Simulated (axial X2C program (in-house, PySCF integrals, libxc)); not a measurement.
# Spin–orbit effects along a row: molecules with Cl (ions), HF

Calculated with an in-house relativistic program for diatomic molecules, spin-free (one-electron X2C) or two-component (2c: spin–orbit coupling with atomic mean-field Coulomb and Gaunt terms, which also bring small scalar terms), in Dyall basis sets with cores contracted in-house; open shells are unrestricted.

Basis sets: Cl dyall-av3z, Nb dyall-cv3z, Rb dyall-cv3z, Ru dyall-cv3z, Sn dyall-cv3z, Sr dyall-cv3z, Tc dyall-cv3z, Y dyall-cv3z, Zr dyall-cv3z.

```json
{"molecule": "RbCl⁺", "spin-free state": "M_S = 1/2, Λ = 1", "Re (Å)": "3.609", "ωe (cm⁻¹)": "63.6", "De (eV)": "n/a", "2c state": "Ω = 3/2", "Re 2c (Å)": "3.609", "ωe 2c (cm⁻¹)": "63.6", "De 2c (eV)": "n/a"}
{"molecule": "SrCl⁺", "spin-free state": "M_S = 0, Λ = 0", "Re (Å)": "2.516", "ωe (cm⁻¹)": "356.1", "De (eV)": "3.15", "2c state": "Ω = 0", "Re 2c (Å)": "2.516", "ωe 2c (cm⁻¹)": "356.1", "De 2c (eV)": "n/a"}
{"molecule": "YCl⁺", "spin-free state": "M_S = 1/2, Λ = 0", "Re (Å)": "2.357", "ωe (cm⁻¹)": "428.3", "De (eV)": "n/a", "2c state": "Ω = 1/2", "Re 2c (Å)": "2.357", "ωe 2c (cm⁻¹)": "428.3", "De 2c (eV)": "n/a"}
{"molecule": "ZrCl⁺", "spin-free state": "M_S = 1, Λ = 2", "Re (Å)": "2.290", "ωe (cm⁻¹)": "430.2", "De (eV)": "3.00", "2c state": "Ω = 1", "Re 2c (Å)": "2.292", "ωe 2c (cm⁻¹)": "428.9", "De 2c (eV)": "n/a"}
{"molecule": "NbCl⁺", "spin-free state": "M_S = 3/2, Λ = 0", "Re (Å)": "2.259", "ωe (cm⁻¹)": "423.8", "De (eV)": "2.50", "2c state": "Ω = 3/2", "Re 2c (Å)": "2.260", "ωe 2c (cm⁻¹)": "423.4", "De 2c (eV)": "n/a"}
{"molecule": "TcCl⁺", "spin-free state": "M_S = 5/2, Λ = 0", "Re (Å)": "2.283", "ωe (cm⁻¹)": "408.6", "De (eV)": "1.53", "2c state": "Ω = 5/2", "Re 2c (Å)": "2.283", "ωe 2c (cm⁻¹)": "408.4", "De 2c (eV)": "n/a"}
{"molecule": "RuCl⁺", "spin-free state": "M_S = 2, Λ = 2", "Re (Å)": "2.234", "ωe (cm⁻¹)": "428.4", "De (eV)": "1.51", "2c state": "Ω = 4", "Re 2c (Å)": "2.234", "ωe 2c (cm⁻¹)": "428.3", "De 2c (eV)": "n/a"}
{"molecule": "SnCl⁺", "spin-free state": "M_S = 0, Λ = 0", "Re (Å)": "2.262", "ωe (cm⁻¹)": "438.9", "De (eV)": "2.77", "2c state": "Ω = 0", "Re 2c (Å)": "2.263", "ωe 2c (cm⁻¹)": "438.7", "De 2c (eV)": "2.37"}
```

Fragments in 2c: Rb+ + Cl, Sr+ + Cl, Y+ + Cl, Zr+ + Cl, Nb+ + Cl, Tc+ + Cl, Ru+ + Cl, Sn+ + Cl. Each entry is the lowest single determinant of a limited PBE0 search at one distance. De goes to single-determinant-based atoms at the same level (for ions the charge split of lowest energy) and is withheld (n/a) where an atom does not fit its ground term or J level. Main or longest-lived isotopes. One determinant is a doubtful description, or other states lie close, for RbCl⁺, YCl⁺, ZrCl⁺, NbCl⁺, TcCl⁺, RuCl⁺; these need not be ground states, and all values refer to the states named. Some open-shell Ω = 0 determinants are out of reach, so the Ω given for RuCl⁺ need not be the lowest component. With several unpaired electrons the Ω given is that of one determinant, not necessarily of the lowest component.
